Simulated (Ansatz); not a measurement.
Reaction (cleavage of the Si–Ge bond): `[SiH3][GeH]([SiH3])[SiH3]` + `NB(N)O` → `NB(N)O[SiH3]` + `[SiH3][GeH2][SiH3]`

Isolated molecules relaxed with PBE0-D4/def2-TZVP in Ansatz; ΔE leaves out vibrations. CCSD(T)/CBS is the MP2 limit (def2-TZVPP, def2-QZVPP) plus CCSD(T) − MP2 in def2-TZVPP, frozen cores. Functionals use def2-TZVPP. For Ge outer-core shells are correlated without core-valence functions, which leaves a few kJ/mol of doubt a bond. Scalar relativity is left out up to krypton. Each species was taken in one conformer, which may not be the lowest.

CCSD(T)/CBS gives -15.7 kcal/mol.

(1) Another level gave -15.6 kcal/mol. Which?
A. PBE/def2-TZVPP
B. BLYP-D4/def2-TZVPP
C. CCSD/def2-TZVPP
D. B97M-V/def2-TZVPP

Largest T1 diagnostic among the species: 0.012.

## Answers

(1) B. BLYP-D4 -15.6, CCSD/def2-TZVPP -17.0, B97M-V -18.0, PBE -12.0 kcal/mol.

The D4 term adds +0.8 kcal/mol with B3LYP and +0.5 kcal/mol with PBE0; it sums over pairs of atoms, weighted by their polarisabilities, and B3LYP, whose exchange is more repulsive, gets the larger term. At CCSD(T), def2-SVP lies +1.2 kcal/mol from the extrapolated value and def2-TZVPP −0.4 kcal/mol. Leaving LDA and LC-ωPBE aside and taking each functional with its dispersion term where it has one, the values, not all of them listed here, spread over 6.9 kcal/mol, from CAM-B3LYP-D4 to PBE-D4. LDA lies −1.1 kcal/mol from PBE without D4.

CCSD(T)/CBS has its own doubt, a few kJ/mol and more with outer-core shells, so smaller differences from it don't rank the levels.

B3LYP here is the variant with VWN-RPA as its local correlation; programs differ in this.
